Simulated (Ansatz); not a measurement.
`C=CC12CC3CC(CC(C3)C1)C2` with charge -1. Total charge -1; doublet. Geometry r2SCAN-D4/def2-SVP, that of the neutral singlet; atoms count from 1.

```csv
atom,x (Å),y (Å),z (Å)
C1,-3.0376,0.6600,1.5934
C2,-2.3574,0.7839,0.4477
C3,-0.9537,0.3233,0.1645
C4,-0.0939,1.5412,-0.2603
C5,1.3318,1.0986,-0.6204
C6,1.2789,0.1003,-1.7871
C7,0.4490,-1.1256,-1.3762
C8,1.0967,-1.7969,-0.1556
C9,1.1479,-0.7986,1.0113
C10,1.9790,0.4265,0.6000
C11,-0.2785,-0.3545,1.3699
C12,-0.9763,-0.6819,-1.0153
H13,-4.0613,1.0349,1.6836
H14,-2.6071,0.1847,2.4799
H15,-2.8498,1.2712,-0.4076
H16,-0.0729,2.2752,0.5652
H17,-0.5681,2.0422,-1.1245
H18,1.9234,1.9838,-0.9153
H19,2.3016,-0.2107,-2.0667
H20,0.8325,0.5799,-2.6769
H21,0.4045,-1.8428,-2.2154
H22,0.5183,-2.6920,0.1363
H23,2.1167,-2.1392,-0.4073
H24,1.6097,-1.2809,1.8913
H25,3.0134,0.1206,0.3608
H26,2.0396,1.1426,1.4394
H27,-0.2530,0.3476,2.2230
H28,-0.8780,-1.2269,1.6875
H29,-1.5927,-1.5551,-0.7356
H30,-1.4628,-0.2112,-1.8897
```

The highest occupied level of the charge -1 doublet lies above zero (up to 3.84 eV). By energy differences it is unbound by 2.32 eV (vertical, against the charge 0 singlet, at PBE0-D4/def2-SVP) and held by the finite basis.

Q: Estimate the Mulliken populations of the heavy atoms from the PBE0/def2-SVP orbitals of Ansatz.

A: 
| atom | charge (e) | spin (α − β) |
| --- | --- | --- |
| C1 | -0.20 | 0.33 |
| C2 | -0.06 | 0.29 |
| C3 | -0.33 | -0.03 |
| C4 | 0.18 | -0.04 |
| C5 | -0.17 | 0.02 |
| C6 | 0.13 | -0.04 |
| C7 | -0.11 | -0.03 |
| C8 | 0.14 | -0.04 |
| C9 | -0.14 | -0.01 |
| C10 | 0.12 | -0.03 |
| C11 | 0.14 | -0.02 |
| C12 | 0.11 | 0.03 |
Mulliken values depend strongly on the basis.

Q: Where does the spin sit?

A: Summed by element: C 0.42, H 0.58, of 1 unpaired in all. Largest on single atoms: C1 0.33, C2 0.29, H21 0.09.

Q: And the Mayer bond orders between heavy atoms (over 0.3)?

A: C1–C2 1.61 (1.34 Å); C2–C3 1.02 (1.50 Å); C3–C4 0.99 (1.55 Å); C3–C11 1.03 (1.54 Å); C3–C12 1.01 (1.55 Å); C4–C5 1.00 (1.54 Å); C5–C6 1.04 (1.54 Å); C5–C10 1.05 (1.54 Å); C6–C7 1.05 (1.54 Å); C7–C8 1.05 (1.54 Å); C7–C12 1.03 (1.54 Å); C8–C9 1.05 (1.54 Å); C9–C10 1.05 (1.54 Å); C9–C11 1.04 (1.54 Å).
